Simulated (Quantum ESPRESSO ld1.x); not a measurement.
The numbers below are computed, except where a source is named.
The iridium ion Ir4+, 73 electrons, occupied as [Xe] 4f14 5d5 (the NIST ground configuration). Code: ld1.x of Quantum ESPRESSO 7.5. Model: scalar-relativistic Kohn-Sham, PBE, spin-unpolarised, spherical densities, point nucleus. Some entries of the table are withheld. Estimate them.

| orbital | occ. | eigenvalue (eV) | <1/r> (bohr^-1) |
|---|---|---|---|
| 1s | 2 | -76186.5 | 92.25 |
| 2s | 2 | -13366.7 | (1) |
| 2p | 6 | -11616.9 | 19.36 |
| 3s | 2 | -3162.74 | 8.006 |
| 3p | 6 | (2) | 7.338 |
| 3d | 10 | -2088.66 | 6.918 |
| 4s | 2 | -712.002 | 3.419 |
| 4p | 6 | (3) | 3.095 |
| 4d | 10 | -338.377 | 2.766 |
| 5s | 2 | -144.741 | 1.385 |
| 4f | 14 | -109.513 | 2.319 |
| 5p | 6 | -100.869 | 1.183 |
| 5d | 5 | -50.4551 | 0.8708 |

Answer. 
(1) 2s <1/r> (bohr^-1): 21.60
(2) 3p eigenvalue (eV): -2651.18
(3) 4p eigenvalue (eV): -544.257
